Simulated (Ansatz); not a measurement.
Coupled-cluster diagnostics for Sn₂O₂⁻ (the lowest doublet isomer of a short search), Ansatz.

Geometry of the doublet (r2SCAN-D4/def2-SVPD):

```tsv
atom	x (Å)	y (Å)	z (Å)
Sn1	-0.799	1.314	-0.204
Sn2	0.798	-1.314	0.203
O3	-0.510	-0.489	-1.159
O4	0.510	0.489	1.159
```

In the def2 sets Sn takes a core potential; there is no spin–orbit coupling. Correlated methods freeze 10 core orbitals; core or outer-core shells of Sn are correlated, in sets that lack core-valence functions. In CCSD on the charge -1 doublet the largest single amplitude is 0.45, so its Hartree–Fock determinant may place the open shell otherwise than the density functionals do. The structure comes from a short search, and lower isomers may exist.

Geometry of the charge -1 quartet (r2SCAN-D4/def2-SVPD):

Cartesian coordinates in Å:
```
Sn -1.2619 -0.4483 0.7014
Sn 1.2619 0.4483 -0.7014
O -0.6225 -0.2441 -1.2760
O 0.6225 0.2441 1.2760
```

(1) Estimate the CCSD(T) correlation energy, the shares of MP2 and (T), T1 and the reference's ⟨S²⟩ for: charge -1, doublet, own geometry in def2-SVPD; charge -1, quartet, own geometry in def2-SVPD; and the rough time on 4 threads of Arm Neoverse V2 on a shared host.

Results:

(1) 
```json
{"state": "charge -1, doublet, own geometry", "basis": "def2-SVPD", "correlation (eV)": "-17.924", "MP2 share (%)": "94.5", "(T) share (%)": "5.1", "T1": "0.056", "⟨S²⟩ (pure)": "0.77 (0.75)", "wall time": "49 s", "remarks": "large T1 (0.056)"}
{"state": "charge -1, quartet, own geometry", "basis": "def2-SVPD", "correlation (eV)": "-17.274", "MP2 share (%)": "91.8", "(T) share (%)": "4.8", "T1": "0.039", "⟨S²⟩ (pure)": "3.86 (3.75)", "wall time": "21 s", "remarks": "–"}
```
Customary marks for T1 are 0.02 (closed shells), 0.045 (open shells) and about 0.05 (3d metals). T1 exceeds 0.02 in 2 of 2 rows and 0.045 in 1; the higher it lies, the less the single-reference result can be trusted.
